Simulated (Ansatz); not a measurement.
`C=[CH][SnH2][Cl]` and `C=[CH][SnH2][F]` differ in one atom or group.

Ansatz, PBE0-D4/def2-TZVP geometries, multiplicity 1. Each molecule was computed in one conformer, which needn't be the lowest.

Elements past krypton have def2 core potentials.

```tsv
property	`C=[CH][SnH2][Cl]`
size of the dipole moment (ωB97M-V/def2-TZVPP) / D	2.96
HOMO–LUMO gap (ωB97M-V/def2-TZVPP) / eV	11.33
size of the dipole moment (B3LYP/def2-TZVPP) / D	2.94
LUMO energy (B3LYP/def2-TZVPP) / eV	-1.27
HOMO energy (B3LYP/def2-TZVPP) / eV	-8.05
LUMO energy (ωB97M-V/def2-TZVPP) / eV	0.84
```

(1) What does the change do to each property? (Best estimate.)

## Answers

(1) The calculation gave: 
```tsv
property	`C=[CH][SnH2][F]`	shift
size of the dipole moment (ωB97M-V/def2-TZVPP) / D	3.11	0.15
HOMO–LUMO gap (ωB97M-V/def2-TZVPP) / eV	11.52	0.19
size of the dipole moment (B3LYP/def2-TZVPP) / D	3.11	0.17
LUMO energy (B3LYP/def2-TZVPP) / eV	-1.29	-0.02
HOMO energy (B3LYP/def2-TZVPP) / eV	-8.24	-0.19
LUMO energy (ωB97M-V/def2-TZVPP) / eV	0.78	-0.06
```

Dipoles are sizes alone; their direction can turn.

B3LYP here is the variant with VWN-RPA as its local correlation; programs differ in this.
